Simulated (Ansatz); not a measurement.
A nudged elastic band was laid between two geometries of FH + H7N3OTi (14 atoms, charge 0, multiplicity 1).

All numbers below come from RHF/def2-SVP in Ansatz.

* movable images: 5
* climbing image: yes
* spring: 5.0 eV/Å²
* optimiser: quadratic models (default)
* start path: through a guess of the saddle point
* force threshold: 0.03 eV/Å
* iteration limit: 60
* end points: relaxed

First end point:

```xyz
14
Properties=species:S:1:pos:R:3
Ti -0.204 -0.075 -0.130
O -0.212 -0.442 1.670
H -0.637 -0.044 2.413
N 1.560 -0.108 -0.716
H 2.235 -0.706 -0.266
H 1.993 0.465 -1.415
N -0.939 1.607 -0.499
H -1.736 1.775 -1.085
H -0.550 2.478 -0.183
N -1.221 -1.346 -1.050
H -2.061 -1.765 -0.689
H -0.929 -1.826 -1.882
F 1.943 -1.930 1.937
H 1.167 -1.444 2.006
```

Last end point:

```xyz
14
Properties=species:S:1:pos:R:3
Ti 0.062 -0.632 -0.451
O 0.299 0.695 2.975
H -0.428 0.615 3.573
N 1.699 -0.308 -1.285
H 2.399 -1.014 -1.439
H 2.054 0.595 -1.542
N -0.755 0.985 -0.074
H -1.486 1.459 -0.570
H -0.541 1.442 0.800
N -0.990 -1.625 -1.631
H -1.848 -2.085 -1.380
H -0.769 -1.803 -2.594
F 0.285 -1.503 1.101
H 0.428 -0.179 2.628
```

Question: What changes between the two ends?

Answer: Bonds broken: Ti1–O2, F13–H14. Bonds formed: Ti1–F13, O2–H14. FH + H7N3OTi becomes FH6N3Ti + H2O.

Question: Give the energies along the band, and the barrier.

Answer: The run converged. The highest image is number 2 of 0 to 6, 0.49 eV above the first end and 0.95 eV above the last; the last end lies 0.46 eV below the first. A vibrational analysis at the climbing image gives one clearly imaginary mode, 1070i cm⁻¹: a first-order saddle point. The orbitals stay closed-shell, which can raise the energy where a bond breaks towards radicals; this wasn't checked here.

| image | path coordinate (Å) | energy (eV) | Ti1–O2 (Å) | F13–H14 (Å) | Ti1–F13 (Å) |
| --- | --- | --- | --- | --- | --- |
| 0 | 0.00 | 0.00 | 1.84 | 0.92 | 3.51 |
| 1 | 1.45 | 0.07 | 1.84 | 0.92 | 3.19 |
| 2 | 2.89 | 0.49 | 2.00 | 1.12 | 2.20 |
| 3 | 4.25 | -0.28 | 2.21 | 2.20 | 1.84 |
| 4 | 5.60 | -0.32 | 2.38 | 2.18 | 1.82 |
| 5 | 6.96 | -0.41 | 3.19 | 2.05 | 1.79 |
| 6 | 8.31 | -0.46 | 3.68 | 2.03 | 1.79 |

Question: What is the geometry of the highest image?

Answer: 
```xyz
14
Properties=species:S:1:pos:R:3
Ti 0.056 -0.208 0.017
O -0.076 -0.161 2.008
H -0.743 0.094 2.622
N 1.782 0.049 -0.649
H 2.514 -0.605 -0.434
H 2.044 0.643 -1.414
N -0.766 1.375 -0.525
H -1.732 1.467 -0.784
H -0.310 2.270 -0.554
N -1.073 -1.433 -0.836
H -0.948 -2.419 -0.687
H -1.613 -1.264 -1.664
F 0.855 -1.929 1.125
H 0.419 -1.238 1.887
```

Question: What are the harmonic wavenumbers there?

Answer: 1070i, 108, 160, 183, 192, 216, 223, 243, 293, 329, 349, 356, 458, 495, 522, 526, 581, 590, 609, 689, 751, 761, 776, 859, 1311, 1618, 1619, 1631, 1977, 3759, 3761, 3764, 3858, 3866, 3869, 4242 cm⁻¹.

Time of the run: 6.3 min on 4 threads of Intel(R) Xeon(R) Platinum 8259CL CPU @ 2.50GHz (Skylake/Cascade Lake) (shared host), peak memory 0.46 GiB.
